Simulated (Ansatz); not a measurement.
`[OH][Ga-]([OH])([OH])[SH2+]`. The species carries charge 0 and has multiplicity 1. Correlated methods include outer-core shells of Ga, which these sets cover unevenly. Scalar relativity is left out up to krypton.

| atom | x (Å) | y (Å) | z (Å) |
| --- | --- | --- | --- |
| O1 | 1.736 | 0.499 | 0.582 |
| Ga2 | 0.375 | -0.070 | -0.447 |
| O3 | -0.734 | 1.174 | -1.132 |
| O4 | 0.519 | -1.651 | -1.277 |
| S5 | -1.201 | -0.677 | 1.539 |
| H6 | 2.497 | -0.083 | 0.542 |
| H7 | -0.381 | 2.062 | -1.049 |
| H8 | -0.006 | -1.693 | -2.079 |
| H9 | -0.651 | 0.304 | 2.274 |
| H10 | -2.153 | 0.134 | 1.047 |

**Question.** Give the diagnostics of a CCSD(T)/def2-TZVPP run (frozen core, the Gaussian-basis code of Ansatz). (Best estimate.)

**Answer.** Computed: T1 = 0.0132, largest single amplitude 0.027, largest double 0.040, (T) share of the correlation energy 3.7 %, 9 CCSD cycles. The RHF solution is stable towards an unrestricted one. T1 lies under the customary mark of 0.02 for closed shells.
